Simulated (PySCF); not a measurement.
C₄H₆Al₂Cl₂O.
Z-matrix (Å and degrees, PBE0-D3(BJ)/def2-SVP geometry), rows numbered from 1:
```
C 
C   1  1.3646
O   2  1.3408  1  110.69
C   3  1.3717  2  108.45  1    -0.01
Al  4  1.9343  3  119.45  2  -179.54
Cl  5  2.3050  4  103.16  3   177.34
Al  6  2.3258  5   89.39  4    97.82
Cl  7  2.3086  6   89.48  5    12.37
C   4  1.3764  3  107.99  2     0.08
H   1  1.0878  2  126.64  3   179.82
H   2  1.0877  1  132.95  3  -179.72
H   5  1.5722  4  129.30  3    44.71
H   7  1.5766  6  108.02  5   121.88
H   7  1.5768  6  106.94  5   -97.29
H   9  1.0889  1  127.00  2   179.95
```

Linear response at B3LYP/def2-SVPD (PySCF, frozen core in the response, non-relativistic).

Static isotropic polarisability: 127.60 au (18.91 Å³), principal values 105.0, 122.4, 155.4 au.

What is the polarisability at 1064 nm and at the sodium D line?

129.21 au at 1064 nm (+1.3 %), 133.16 au at 589.3 nm (+4.4 %). The rise at 589.3 nm is 3.45 times that at 1064 nm; a pure ω² law gives 3.26. The lowest singlet lies at 257 nm, shorter than both wavelengths.

What is the isotropic C6 coefficient between two such molecules, C6 = (3/π)∫α(iω)² dω?

5665 au (Eh·bohr⁶) by a ten-point quadrature over imaginary frequencies, which is 3380 eV·Å⁶ or 327 J·nm⁶/mol.

Which effective excitation energy ω̄ makes London's formula C6 = (3/4)α²ω̄ exact here?

ω̄ = 4·C6/(3α²) = 0.464 Eh = 12.6 eV. A one-pole form α(ω) = α/(1 − ω²/ω̄²) fitted to the 1064 nm value gives 10.4 eV.

What molar refraction at the D line follows from R = (4π/3)·N_A·α′, with α′ the polarisability volume?

α′ = 19.73 Å³ gives R = 49.77 cm³/mol, for isolated, non-vibrating species.

How many electrons N does the Slater–Kirkwood formula C6 = (3/4)·√N·α^(3/2) need to give this C6?

N = (4·C6/3)²/α³ = 27.5; the species has 98 electrons in all.

How anisotropic is the static polarisability, by Δα² = ½[(α1 − α2)² + (α2 − α3)² + (α3 − α1)²]?

Δα = 44.3 au, or 0.35 of the isotropic value.

The lowest 6 singlets have (eV, f): 4.82, 0.093; 5.58, 0.174; 5.75, 0.042; 6.03, 0.007; 6.06, 0.015; 6.11, 0.008. What share of the static polarisability do they carry in the sum over states α = Σ f/ω²?

8.61 au, 6.7 % of α; the largest term, 4.14 au, is that of the state at 5.58 eV. Their oscillator strengths add up to 0.34. Higher states carry the rest.

What three-body coefficient follows from the one-pole estimate C9 = (3/4)·α·C6?

542000 au. This is an estimate from the two numbers above, not a computed integral.

One conformer stands for the species.
